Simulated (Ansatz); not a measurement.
Basis sets compared for Au2S2⁻ (the lowest doublet isomer of a short search). The state is a doublet with charge -1. Geometry PBE-D4/def2-SVPD. Ansatz on 4 threads of Arm Neoverse V1 on a shared host; times are rough, and most runs start from earlier orbitals.

```csv
atom,x (Å),y (Å),z (Å)
Au1,-2.175,0.117,1.621
Au2,0.708,0.007,-0.530
S3,2.197,1.225,-1.703
S4,-0.730,-1.349,0.612
```

In the def2 sets Au takes a core potential; there is no spin–orbit coupling. The structure comes from a short search, and lower isomers may exist.

| level | functions | energy (Eh) | HOMO (eV) | LUMO (eV) | wall time |
| --- | --- | --- | --- | --- | --- |
| PBE-D4/def2-SVPD | 124 | -1067.5136 | -0.96 | -0.50 | 3 s |
| PBE0-D4/def2-SVPD | 124 | -1067.4655 | -1.82 | 0.57 | 5.5 s |

Estimate the rows for PBE-D4/def2-TZVPD, PBE0-D4/def2-TZVPD (with forces).


```csv
level,functions,energy (Eh),HOMO (eV),LUMO (eV),wall time
PBE-D4/def2-TZVPD,178,-1067.8009,-0.96,-0.46,4.5 s
PBE0-D4/def2-TZVPD (with forces),178,-1067.7497,-1.82,0.56,15 s
```
